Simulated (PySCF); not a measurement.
C3H3F4, SMILES F[C](F)CC(F)F, multiplicity 2. Atoms are numbered in the order given.

```xyz
10

F      2.2932    -0.8609    -0.2785
C      1.2437    -0.0450    -0.2198
F      1.5643     1.0800     0.4297
C     -0.0209    -0.6819     0.2416
C     -1.2023     0.2618     0.1813
F     -1.4289     0.6326    -1.1056
F     -2.3084    -0.3842     0.6321
H     -0.2433    -1.5580    -0.3868
H      0.0970    -1.0351     1.2854
H     -1.0589     1.1771     0.7838
```
Charge 0, spin multiplicity 2.

The structure is a stationary point at r2SCAN-D4/def2-SVP. The isomer is the one that the SMILES or the coordinates give; other isomers of the formula were not compared. Other conformers were not sampled.

Computed with PySCF with PBE/pcH-1.

Unrestricted Kohn–Sham, ⟨S²⟩ = 0.752. Hyperfine tensors hold the contact and dipolar terms, without spin-orbit corrections.

Q: Estimate the hyperfine couplings. (The exact figures need the calculation; the answer reports its results.)

A: 
| nucleus | A(iso) (MHz) | A(iso) (G) | dipolar principal values (MHz) |
|---|---|---|---|
| 19F no. 1 | 200.7 | 71.6 | -229.9, -212.8, 442.7 |
| 13C no. 2 | 403.9 | 144.1 | -74.6, -74.2, 148.8 |
| 19F no. 3 | 215.8 | 77.0 | -225.3, -208.5, 433.8 |
| 13C no. 4 | 35.6 | 12.7 | -5.9, -5.1, 10.9 |
| 13C no. 5 | 4.0 | 1.4 | -1.3, -1.1, 2.5 |
| 19F no. 6 | 1.8 | 0.6 | -5.6, -2.7, 8.2 |
| 19F no. 7 | 3.1 | 1.1 | -2.1, 0.8, 1.3 |
| 1H no. 8 | 10.4 | 3.7 | -6.9, -5.1, 12.0 |
| 1H no. 9 | 91.0 | 32.5 | -5.8, -2.2, 7.9 |
| 1H no. 10 | -0.4 | -0.1 | -2.9, -2.6, 5.5 |
